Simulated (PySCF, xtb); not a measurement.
Cd(F)(SH) (CdFHS), SMILES [F][Cd][SH]. The values are those of a single conformer.

Harmonic wavenumbers (cm⁻¹) from GFN2-xTB in xtb at its own minimum, in rising order: 82, 166, 283, 324, 597, 2439.

Question: What does B3LYP-D3(BJ)/def2-TZVP (PySCF) give at its own minimum? (The exact figures need the calculation; the answer reports its results.)

Answer: 107, 111, 341, 573, 681, 2664. Paired by order, the mean absolute difference is 116 cm⁻¹ and the zero-point energies are 5.6 and 6.4 kcal/mol.
